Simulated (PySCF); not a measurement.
# Radial density of C (carbon, neutral)

TPSS, [He] 2s2 2p2, high-spin 3P determinant. Calculation: PySCF 2.14, in jorge-DZP-DKH; scalar relativity by spin-free X2C-1e.

```json
{"r (bohr)": "0.00383", "4πr²ρ (e/bohr)": "0.02273", "4πr²(ρα − ρβ)": "0.0000"}
{"r (bohr)": "0.00644", "4πr²ρ (e/bohr)": "0.06293", "4πr²(ρα − ρβ)": "0.0000"}
{"r (bohr)": "0.0108", "4πr²ρ (e/bohr)": "0.1690", "4πr²(ρα − ρβ)": "-0.0001"}
{"r (bohr)": "0.0182", "4πr²ρ (e/bohr)": "0.4326", "4πr²(ρα − ρβ)": "-0.0002"}
{"r (bohr)": "0.0306", "4πr²ρ (e/bohr)": "1.051", "4πr²(ρα − ρβ)": "-0.0003"}
{"r (bohr)": "0.0515", "4πr²ρ (e/bohr)": "2.310", "4πr²(ρα − ρβ)": "-0.0002"}
{"r (bohr)": "0.0867", "4πr²ρ (e/bohr)": "4.313", "4πr²(ρα − ρβ)": "0.0019"}
{"r (bohr)": "0.146", "4πr²ρ (e/bohr)": "6.096", "4πr²(ρα − ρβ)": "0.0155"}
{"r (bohr)": "0.245", "4πr²ρ (e/bohr)": "5.494", "4πr²(ρα − ρβ)": "0.0756"}
{"r (bohr)": "0.412", "4πr²ρ (e/bohr)": "2.596", "4πr²(ρα − ρβ)": "0.2728"}
{"r (bohr)": "0.694", "4πr²ρ (e/bohr)": "1.606", "4πr²(ρα − ρβ)": "0.7307"}
{"r (bohr)": "1.17", "4πr²ρ (e/bohr)": "2.394", "4πr²(ρα − ρβ)": "1.0938"}
{"r (bohr)": "1.96", "4πr²ρ (e/bohr)": "1.474", "4πr²(ρα − ρβ)": "0.7082"}
{"r (bohr)": "3.30", "4πr²ρ (e/bohr)": "0.2583", "4πr²(ρα − ρβ)": "0.1512"}
{"r (bohr)": "5.55", "4πr²ρ (e/bohr)": "0.005535", "4πr²(ρα − ρβ)": "0.0051"}
```

Densities and radii are taken from the X2C orbitals without a picture-change correction, which distorts them close to the nucleus.
